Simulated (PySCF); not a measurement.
## Te²⁺: ionisation energy

Te²⁺ [Kr] 4d10 5s2 5p2 (3P) → Te³⁺ [Kr] 4d10 5s2 5p1 (2P), as a difference of total energies. All numbers are calculated (PySCF 2.14, the spin-free X2C one-electron Hamiltonian (Gaussian nucleus), in x2c-QZVPPall (13s9p7d4f1g, 112 functions)). Correlated levels: valence: [Kr] 4d10 frozen. The calculations carry no spin-orbit coupling.

```
           method  ionisation energy (eV)
              UHF                  26.963
    MP2 (valence)                  27.329
SCS-MP2 (valence)                  27.266
   CCSD (valence)                  27.358
CCSD(T) (valence)                  27.381
```

Problem. How much does correlation contribute at CCSD(T) (valence)?

Solution. 27.381 − (26.963) = 0.418 eV, measured against UHF.

A first-order spin-orbit estimate (lowest level to lowest level, LS coupling) adds -0.074 eV.

Errors of the correlated levels include the incompleteness of this basis and the frozen core.

For comparison: 27.84 ± 0.04 eV (measured; NIST Atomic Spectra Database, ionization energies).
